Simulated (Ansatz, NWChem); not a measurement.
**H2Se (hydrogen selenide): from total energies to a heat of formation**

H2Se: 3 atoms, total charge 0, spin state singlet. As SMILES, `[SeH2]`. The shape is that of a PBE0-D4/def2-TZVP optimisation.

```xyz
3

Se    0.5607   -0.2747    0.2802
H     0.0454    1.0919    0.1439
H    -0.6061   -0.8172   -0.4241
```

Total energies at HF/def2-TZVPPD (NWChem 7.3.0); the atoms run unrestricted:

```
species    state   energy (Eh)
   H2Se  singlet  -2401.004858
     Se  triplet  -2399.827603
      H  doublet     -0.499810
```

Harmonic wavenumbers at PBE0-D4/def2-TZVP, in cm⁻¹: 1062, 2455, 2468.

Measured heats of formation of the gaseous atoms at 298.15 K, in kJ/mol: Se 227.1, H 218.0. Spin-orbit lowering of the atoms at 298 K (mean of the ground term's levels less their thermal mean, from spectra), in kJ/mol: Se 11.30. Take 1 Eh = 2625.50 kJ/mol, 1 cm⁻¹ = 0.0119627 kJ/mol, RT = 2.479 kJ/mol.

Question: Work out the heat of formation of the gas at 298 K.

Answer: 
1. Electronic atomisation energy: (-2399.827603) + 2 × (-0.499810) − (-2401.004858) = 0.177635 Eh = 466.4 kJ/mol.
2. Zero-point energy: half the sum of the wavenumbers, 2992.5 cm⁻¹ = 35.8 kJ/mol.
3. Thermal vibrational enthalpy, Σ hcν̃/(exp(hcν̃/kT) − 1): 0.1 kJ/mol. Translation, rotation and pV of a non-linear molecule: 4 RT = 9.9 kJ/mol.
4. The 3 free atoms carry 5/2 RT each: 18.6 kJ/mol.
5. Spin-orbit coupling lowers the free atoms by 11.30 = 11.3 kJ/mol.
6. Atomisation enthalpy at 298 K: 466.4 − 11.3 − 35.8 − 0.1 − 9.9 + 18.6 = 427.9 kJ/mol.
7. Sum of the atoms' heats of formation: 663.1 kJ/mol. Heat of formation: 663.1 − 427.9 = +235.2 kJ/mol.

The tabulated value is +29.7 kJ/mol (CRC Handbook of Chemistry and Physics), so this level is off by +205.5 kJ/mol, or 32.4 % of the atomisation enthalpy that the table implies (633.4 kJ/mol). Hartree–Fock leaves out correlation, which is larger in the molecule than in the atoms, so it underbinds and puts the heat of formation too high. Relativity is left out. Anharmonicity and any spin-orbit splitting of the molecule are left out.
